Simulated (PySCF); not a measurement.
Input for PySCF: R-M06-2X/def2-TZVPP on C8H8 (SMILES C=Cc1ccccc1), a point of a torsion scan.

```python
from pyscf import gto, dft

mol = gto.M(
    atom='''
    C    -2.66341482   -0.77362442   -0.46692938
    C    -1.88920757    0.27589754   -0.24629498
    C    -0.43922329    0.18583478   -0.02349229
    C     0.39786316   -0.36437433   -0.98896633
    C     1.76460456   -0.42036894   -0.78381460
    C     2.31323999    0.07946212    0.38498433
    C     1.48921220    0.64322963    1.34511229
    C     0.12407608    0.70889352    1.13706444
    H    -3.72836509   -0.68246661   -0.59842847
    H    -2.25365803   -1.76778058   -0.54212675
    H    -2.32107427    1.26336371   -0.13626931
    H    -0.03220985   -0.75095489   -1.90181684
    H     2.40467290   -0.85031860   -1.54070416
    H     3.38049393    0.03536869    0.54536405
    H     1.91371787    1.03964356    2.25618640
    H    -0.51779344    1.15337887    1.88465956
    ''',
    basis='def2-tzvpp',
    charge=0, spin=0, verbose=4, max_memory=1800)
mf = dft.RKS(mol, xc='m062x').density_fit(auxbasis='def2-universal-jkfit')
mf.grids.level = 4
mf.conv_tol = 1e-9
mf.max_cycle = 150
mf.kernel()
mf.dip_moment()
```

It printed:

```
PySCF version 2.14.0

[INPUT] verbose = 4
[INPUT] num. atoms = 16
[INPUT] num. electrons = 56
[INPUT] charge = 0
[INPUT] spin (= nelec alpha-beta = 2S) = 0
[INPUT] symmetry False subgroup None
[INPUT] Mole.unit = angstrom
[INPUT] Symbol           X                Y                Z      unit          X                Y                Z       unit  Magmom
[INPUT]  1 C     -2.663414820000  -0.773624420000  -0.466929380000 AA   -5.033124565908  -1.461938277075  -0.882368647713 Bohr   0.0
[INPUT]  2 C     -1.889207570000   0.275897540000  -0.246294980000 AA   -3.570084899755   0.521370789041  -0.465430058055 Bohr   0.0
[INPUT]  3 C     -0.439223290000   0.185834780000  -0.023492290000 AA   -0.830011725630   0.351176838619  -0.044393994139 Bohr   0.0
[INPUT]  4 C      0.397863160000  -0.364374330000  -0.988966330000 AA    0.751852407454  -0.688567690522  -1.868875510116 Bohr   0.0
[INPUT]  5 C      1.764604560000  -0.420368940000  -0.783814600000 AA    3.334619336559  -0.794382167874  -1.481194926436 Bohr   0.0
[INPUT]  6 C      2.313239990000   0.079462120000   0.384984330000 AA    4.371390041492   0.150161644077   0.727514945949 Bohr   0.0
[INPUT]  7 C      1.489212200000   0.643229630000   1.345112290000 AA    2.814203199361   1.215527835905   2.541893834887 Bohr   0.0
[INPUT]  8 C      0.124076080000   0.708893520000   1.137064440000 AA    0.234469809810   1.339614604279   2.148740377582 Bohr   0.0
[INPUT]  9 H     -3.728365090000  -0.682466610000  -0.598428470000 AA   -7.045588912489  -1.289674982060  -1.130865913442 Bohr   0.0
[INPUT] 10 H     -2.253658030000  -1.767780580000  -0.542126750000 AA   -4.258796455127  -3.340621144525  -1.024471082301 Bohr   0.0
[INPUT] 11 H     -2.321074270000   1.263363710000  -0.136269310000 AA   -4.386194685075   2.387411407614  -0.257511675083 Bohr   0.0
[INPUT] 12 H     -0.032209850000  -0.750954890000  -1.901816840000 AA   -0.060867795013  -1.419099074003  -3.593912966686 Bohr   0.0
[INPUT] 13 H      2.404672900000  -0.850318600000  -1.540704160000 AA    4.544173200164  -1.606869272624  -2.911508901378 Bohr   0.0
[INPUT] 14 H      3.380493930000   0.035368690000   0.545364050000 AA    6.388207693455   0.066837137485   1.030588692684 Bohr   0.0
[INPUT] 15 H      1.913717870000   1.039643560000   2.256186400000 AA    3.616402653986   1.964641595568   4.263574381968 Bohr   0.0
[INPUT] 16 H     -0.517793440000   1.153378870000   1.884659560000 AA   -0.978487790696   2.179570182160   3.561490406443 Bohr   0.0

nuclear repulsion = 322.353457771765
number of shells = 136
number of NR pGTOs = 496
number of NR cGTOs = 360
basis = def2-tzvpp
ecp = {}


******** <class 'pyscf.df.df_jk.DFRKS'> ********
method = DFRKS
initial guess = minao
damping factor = 0
level_shift factor = 0
DIIS = <class 'pyscf.scf.diis.CDIIS'>
diis_start_cycle = 1
diis_space = 8
diis_damp = 0
SCF conv_tol = 1e-09
SCF conv_tol_grad = None
SCF max_cycles = 150
direct_scf = False
XC library pyscf.dft.libxc version 7.1.2
    S. Lehtola, C. Steigemann, M. J. T. Oliveira, and M. A. L. Marques,  SoftwareX 7, 1–5 (2018)
XC functionals = m062x
    Y. Zhao and D. G. Truhlar,  Theor. Chem. Acc. 120, 215 (2008)
    Y. Zhao and D. G. Truhlar,  Theor. Chem. Acc. 120, 215 (2008)
radial grids:
    Treutler-Ahlrichs [JCP 102, 346 (1995); DOI:10.1063/1.469408] (M4) radial grids

becke partition: Becke, JCP 88, 2547 (1988); DOI:10.1063/1.454033
pruning grids: <function nwchem_prune>
grids dens level: 4
symmetrized grids: False
atomic radii adjust function: <function treutler_atomic_radii_adjust>
small_rho_cutoff = 0
Set gradient conv threshold to 3.16228e-05
Initial guess from minao.
tot grids = 354528
******** <class 'pyscf.df.df.DF'> ********
auxbasis = def2-universal-jkfit
init E= -311.355416372978
  HOMO = -0.276188647269925  LUMO = -0.0732515330253702  gap/eV = 5.52220
cycle= 1 E= -309.582454188574  delta_E= 1.77  |g|= 0.351  |ddm|= 3.24
  HOMO = -0.260906827301888  LUMO = 0.0321746660987859  gap/eV = 7.97515
cycle= 2 E= -309.603733602045  delta_E= -0.0213  |g|= 0.222  |ddm|= 0.631
  HOMO = -0.298680398400411  LUMO = 0.00208172531807774  gap/eV = 8.18415
cycle= 3 E= -309.615737330888  delta_E= -0.012  |g|= 0.0558  |ddm|= 0.232
  HOMO = -0.294925463037485  LUMO = 0.00533092349126976  gap/eV = 8.17039
cycle= 4 E= -309.616316635054  delta_E= -0.000579  |g|= 0.0277  |ddm|= 0.0598
  HOMO = -0.29315784603828  LUMO = 0.00723701656823683  gap/eV = 8.17416
cycle= 5 E= -309.616512168908  delta_E= -0.000196  |g|= 0.00444  |ddm|= 0.0227
  HOMO = -0.293310701409438  LUMO = 0.00718455183564563  gap/eV = 8.17689
cycle= 6 E= -309.616516736343  delta_E= -4.57e-06  |g|= 0.00173  |ddm|= 0.00459
  HOMO = -0.293241874925282  LUMO = 0.00724382517798806  gap/eV = 8.17663
cycle= 7 E= -309.616517468803  delta_E= -7.32e-07  |g|= 0.000271  |ddm|= 0.0017
  HOMO = -0.2932510622785  LUMO = 0.00724494792145575  gap/eV = 8.17691
cycle= 8 E= -309.616517487081  delta_E= -1.83e-08  |g|= 0.000104  |ddm|= 0.000424
  HOMO = -0.293255225051231  LUMO = 0.0072454798993794  gap/eV = 8.17704
cycle= 9 E= -309.616517490063  delta_E= -2.98e-09  |g|= 3.93e-05  |ddm|= 0.00016
  HOMO = -0.293255343360929  LUMO = 0.0072470439351884  gap/eV = 8.17709
cycle= 10 E= -309.616517490565  delta_E= -5.02e-10  |g|= 8.96e-06  |ddm|= 6.49e-05
  HOMO = -0.293255283886476  LUMO = 0.00724752957205792  gap/eV = 8.17710
Extra cycle  E= -309.616517490565  delta_E= -1.14e-13  |g|= 1.04e-05  |ddm|= 2.12e-05
converged SCF energy = -309.616517490565
Dipole moment(X, Y, Z, Debye):  0.01413,  0.04325,  0.04933
```

Self-consistency was reached.

Cost: very roughly 3 core-minutes.
